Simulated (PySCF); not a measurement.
# One molecule, several mistakes: BH6NSi2

These are calculations, not measurements. They come from PySCF 2.14.0, an open-source quantum chemistry program, on an isolated molecule that a program drew, which may never have been made. The molecule is BH6NSi2 (charge 0, singlet), drawn as the SMILES string `B[SiH2][Si]N`.

Each row is a Hartree-Fock (HF) and frozen-core CCSD(T) single point in the cc-pV(D+d)Z basis, meant for a local HF minimum. Run 1 is clean. Each other run has one planted mistake out of seven kinds, and not every kind appears here: one electron removed, one electron added, multiplicity raised by two, geometry at a saddle point, minimal basis STO-3G, one bond length entered in bohr, all coordinates scaled. The reference is restricted for singlets and unrestricted otherwise, and also for a bond in bohr. Adding or removing an electron swaps singlet and doublet. Electrons count all cores. HOMO and LUMO are orbital energies over both spins, the gradient is its largest component, and the lowest frequency (negative if imaginary) is given only where the gradient is small. Bond lengths are over the 9 bonds as drawn. T1 is the CCSD diagnostic: over 0.02 (restricted) or 0.045 (unrestricted) a single reference is doubtful.

Geometry of the clean run:
```xyz
10
BH6NSi2, angstrom
B    -1.1204   -0.3713    0.7491
Si   -0.2433    0.2498   -0.9698
Si    0.5116   -1.7415   -2.1857
N     1.5862   -2.3219   -0.9942
H    -2.3007   -0.5807    0.8201
H    -0.4586   -0.6301    1.7188
H     0.9535    1.0940   -0.6851
H    -1.1643    1.0452   -1.8246
H     1.8111   -1.9121   -0.1068
H     2.1231   -3.1553   -1.1523
```

| run | electrons | basis functions | <S^2> | HOMO (eV) | LUMO (eV) | gradient (hartree/bohr) | lowest frequency (cm^-1) | mean bond (Å) | longest bond (Å) | T1 | HF (hartree) | CCSD(T) (hartree) | mistake |
|---|---|---|---|---|---|---|---|---|---|---|---|---|---|
| 1 | 46 | 104 | 0.000 | -7.92 | 1.02 | 1.7e-05 | 32 | 1.5083 | 2.452 | 0.0202 | -660.45458 | -660.97252 | no fault |
| 2 | 45 | 104 | 0.790 | -15.43 | -5.88 | 3.7e-02 | - | 1.5083 | 2.452 | 0.0216 | -660.20284 | -660.68978 | one electron removed |
| 3 | 46 | 34 | 0.000 | -5.04 | 6.46 | 2.9e-02 | - | 1.5083 | 2.452 | 0.0213 | -652.75423 | -652.96431 | ? |
| 4 | 47 | 104 | 0.937 | -0.70 | 5.97 | 1.8e-02 | - | 1.5083 | 2.452 | 0.0333 | -660.44541 | -660.98053 | ? |

**Which mistake was planted in run 3, and what did it cost?**

It has 34 basis functions where the clean run has 104, with the same electrons and geometry. So the mistake is: minimal basis STO-3G. Subtracting run 1 and multiplying by 627.51 kcal/mol a hartree, the energy moved by 4832.0 kcal/mol in HF and 5025.2 kcal/mol in CCSD(T).

**Which mistake was planted in run 4, and what did it cost?**

It counts 47 electrons, one more than the clean run, at the same geometry and basis. So the mistake is: one electron added. Subtracting run 1 and multiplying by 627.51 kcal/mol a hartree, the energy moved by 5.8 kcal/mol in HF and -5.0 kcal/mol in CCSD(T).

Cautions from the logs. Run 1: T1 is over the limit, so its CCSD(T) energy is less reliable; run 3: T1 is over the limit, so its CCSD(T) energy is less reliable.
